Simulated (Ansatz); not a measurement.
CH₅BZn, SMILES `C[BH][ZnH]`. Charge 0, multiplicity 1. The structure was optimised at the PBE0-D4/def2-TZVP level.

```xyz
8

C    -0.026   -0.628    1.018
B     0.517   -0.088   -0.336
Zn   -0.526    1.139   -1.664
H    -1.107   -0.630    1.161
H     0.394   -1.590    1.327
H     0.381    0.105    1.741
H     1.666   -0.361   -0.580
H    -1.300    2.055   -2.667
```

(1) What is the dipole moment at ωB97M-V/def2-TZVPP? (Best estimate.)

(2) And with PBE, r2SCAN, B3LYP? (Best estimate.)

(3) Give the Mulliken charges with ωB97M-V, r2SCAN, PBE in def2-TZVPP. (Best estimate.)

Results:

(1) Ansatz gave: 1.21 D, with components (0.22, -0.58, 1.03) D in this frame, pointing from negative to positive charge.

(2) Ansatz gave: PBE 1.39 D, r2SCAN 1.35 D, B3LYP 1.29 D.

(3) Ansatz gave: 
```
atom  ωB97M-V  r2SCAN    PBE
  C1    -0.34   -0.22  -0.32
  B2    -0.04    0.07   0.08
 Zn3     0.08    0.11   0.01
  H4     0.11    0.06   0.10
  H5     0.12    0.07   0.11
  H6     0.10    0.06   0.10
  H7     0.07   -0.02   0.01
  H8    -0.10   -0.14  -0.09
```

B3LYP here is the variant with VWN-RPA as its local correlation; programs differ in this.
